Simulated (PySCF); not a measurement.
Bonding in `C[S+](C)(=O)C/C=C\C#N`

Species: C6H10NOS (charge +1).
Numbering: `[CH3:1][S+:2]([CH3:3])(=[O:4])[CH2:5]/[CH:6]=[CH:7]\[C:8]#[N:9]` (hydrogens: H10, H11, H12 on C1; H13, H14, H15 on C3; H16, H17 on C5; H18 on C6; H19 on C7)

Structure used (GFN2-xTB), in Å, numbered top down from 1:
```xyz
19
C6H10NOS angstrom
C     -1.183    1.441   -0.603
S     -0.599   -0.228   -0.275
C     -2.071   -1.243   -0.034
O      0.187   -0.732   -1.348
C      0.350   -0.252    1.320
C      1.726   -0.776    1.088
C      2.626   -0.104    0.364
C      2.272    1.135   -0.204
N      1.870    2.124   -0.621
H     -1.780    1.781    0.236
H     -1.773    1.418   -1.515
H     -0.313    2.082   -0.753
H     -2.645   -1.237   -0.957
H     -1.758   -2.261    0.180
H     -2.657   -0.839    0.783
H     -0.216   -0.869    2.012
H      0.362    0.783    1.662
H      1.969   -1.741    1.505
H      3.624   -0.472    0.182
```

Bond orders from the PBE0/pcSseg-1 density (PySCF). The structure is a single GFN2-xTB conformer in the gas phase; no vibrational or solvent corrections.

How far do the computed orders between heavy atoms stray from the drawn ones?

The largest departure is 0.254, at S2–O4 (drawn double, 1.746). Drawn single, order below 0.88: S2–C5 (0.759). The SMILES, with its formal charges, is one Lewis structure only.

Give the Mayer order of every bond between heavy atoms, beside its length.

```json
{"bond": "C1–S2", "drawn as": "single", "length (Å)": "1.798", "Mayer order": "0.887"}
{"bond": "S2–C3", "drawn as": "single", "length (Å)": "1.804", "Mayer order": "0.894"}
{"bond": "S2–O4", "drawn as": "double", "length (Å)": "1.423", "Mayer order": "1.746"}
{"bond": "S2–C5", "drawn as": "single", "length (Å)": "1.856", "Mayer order": "0.759"}
{"bond": "C5–C6", "drawn as": "single", "length (Å)": "1.491", "Mayer order": "1.049"}
{"bond": "C6–C7", "drawn as": "double", "length (Å)": "1.336", "Mayer order": "1.828"}
{"bond": "C7–C8", "drawn as": "single", "length (Å)": "1.408", "Mayer order": "1.056"}
{"bond": "C8–N9", "drawn as": "triple", "length (Å)": "1.147", "Mayer order": "2.863"}
```

By pair of heavy elements: C–S: lowest S2–C5 (0.759, 1.856 Å), highest S2–C3 (0.894, 1.804 Å). C–C: lowest C5–C6 (1.049, 1.491 Å), highest C6–C7 (1.828, 1.336 Å).

And the bonds to hydrogen?

C–H: 0.89 to 0.95 (10 bonds).

Sum the orders of all bonds at each heavy atom with more than one neighbour and set the sums beside the valence in the SMILES.

C1 3.610 (drawn 4), S2 4.286 (drawn 5), C3 3.653 (drawn 4), C5 3.627 (drawn 4), C6 3.830 (drawn 4), C7 3.813 (drawn 4), C8 3.919 (drawn 4). Orders between atoms that aren't bonded are not in these sums.

Mayer orders depend on the basis set.

The run behind these numbers computed NMR shieldings as well. Hardware: one thread of an Intel Xeon at 2.70 GHz, shared host with 64 logical CPUs at a one-minute load of 54. Cost: 78 s (with the writing of density and orbital grids), 0.95 GiB resident at most.
